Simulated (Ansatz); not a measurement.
Cost and result for the atomization energy of CH8GeO3Si (`C[SiH](O)[O][GeH2][OH]`) (14 atoms, 13 bonds).

Z-matrix (Å, degrees):
```
C
Si 1 1.848
H 1 1.092 2 111.1
H 1 1.093 2 109.9 3 119.9
H 1 1.092 2 110.7 3 -120.6
O 2 1.663 1 106.4 3 -63.0
O 2 1.634 1 111.7 3 177.5
H 2 1.486 1 113.1 3 56.6
H 6 0.958 2 116.8 1 151.9
Ge 7 1.778 2 126.8 1 83.4
O 10 1.770 7 107.9 2 -15.4
H 10 1.529 7 109.0 2 -130.8
H 10 1.538 7 106.8 2 104.7
H 11 0.964 10 110.6 7 50.0
```

Charge 0, multiplicity 1. Correlated methods include outer-core shells of Ge, which these sets cover unevenly. Scalar relativity is left out up to krypton. The structure was optimised at the PBE0-D4/def2-TZVP level. It is one conformer, not always the lowest. Program: Ansatz. All runs use 2 threads of an AMD EPYC 7R13 on a shared host and a share of an NVIDIA H100 80 GB. Times are those of one run each, without the atoms' runs, and a repeat can differ threefold. Electronic energies, without spin–orbit coupling; frozen cores. CCSD(T)/CBS adds CCSD(T) − MP2 in def2-TZVPP to the MP2 limit, and its time is that of the two runs behind it. T1 = 0.012. With those shells the extrapolation isn't a true limit. B3LYP takes the VWN-RPA correlation (the form of Gaussian; ORCA's B3LYP/G).

CCSD(T)/CBS is a level of theory with its own doubt, some kJ/mol a heavy atom from the limit and from the frozen cores, so smaller differences don't rank the functionals.

```json
{"level": "PBE0-D4/def2-TZVPP", "functions": "326", "wall time": "1.9 s"}
{"level": "PBE-D4/def2-TZVPP (with forces)", "functions": "326", "wall time": "2.2 s"}
{"level": "B3LYP-D4/def2-TZVPP (with forces)", "functions": "326", "wall time": "2.2 s"}
{"level": "r2SCAN-D4/def2-TZVPP (with forces)", "functions": "326", "wall time": "2.4 s"}
{"level": "B2PLYP/def2-TZVPP", "functions": "326", "wall time": "2.6 s"}
{"level": "ωB97X-V/def2-TZVPP", "functions": "326", "wall time": "3.3 s"}
{"level": "ωB97M-V/def2-TZVPP (with forces)", "functions": "326", "wall time": "3.6 s"}
{"level": "MP2/def2-QZVPP", "functions": "627", "wall time": "5.5 s"}
{"level": "CCSD(T)/def2-TZVPP", "functions": "326", "wall time": "6.5 s"}
{"level": "CCSD(T)/CBS(def2)", "functions": "–", "wall time": "12 s"}
```

Problem. What atomization energy does each give, and how far from CCSD(T)/CBS? (An estimate is asked.)

Solution. The calculation gave: 
| level | atomization (kJ/mol) | difference from CCSD(T)/CBS | per bond |
| --- | --- | --- | --- |
| PBE0-D4/def2-TZVPP | 5097.1 | -93.1 | -7.2 |
| PBE-D4/def2-TZVPP (with forces) | 5187.4 | -2.8 | -0.2 |
| B3LYP-D4/def2-TZVPP (with forces) | 5128.2 | -62.0 | -4.8 |
| r2SCAN-D4/def2-TZVPP (with forces) | 5165.6 | -24.6 | -1.9 |
| B2PLYP/def2-TZVPP | 5095.6 | -94.6 | -7.3 |
| ωB97X-V/def2-TZVPP | 5177.5 | -12.7 | -1.0 |
| ωB97M-V/def2-TZVPP (with forces) | 5162.4 | -27.8 | -2.1 |
| MP2/def2-QZVPP | 5227.6 | 37.4 | 2.9 |
| CCSD(T)/def2-TZVPP | 5055.4 | -134.8 | -10.4 |
| CCSD(T)/CBS(def2) | 5190.2 | 0.0 | 0.0 |

The D4 term adds +53.6 kJ/mol with B3LYP and +28.5 kJ/mol with PBE0; it sums over pairs of atoms, weighted by their polarisabilities, and B3LYP, whose exchange is more repulsive, gets the larger term. In def2-TZVPP, CCSD(T) changes the Hartree–Fock value by +1341.1 kJ/mol (the triples alone add +73.6 kJ/mol) and MP2 by +1432.8 kJ/mol; breaking electron pairs costs correlation energy, which Hartree–Fock lacks. From PBE to PBE0 (25 % exact exchange), in def2-TZVPP and without D4, the atomization energy moves by −85.5 kJ/mol: exact exchange takes away binding that semilocal exchange gives to molecules.
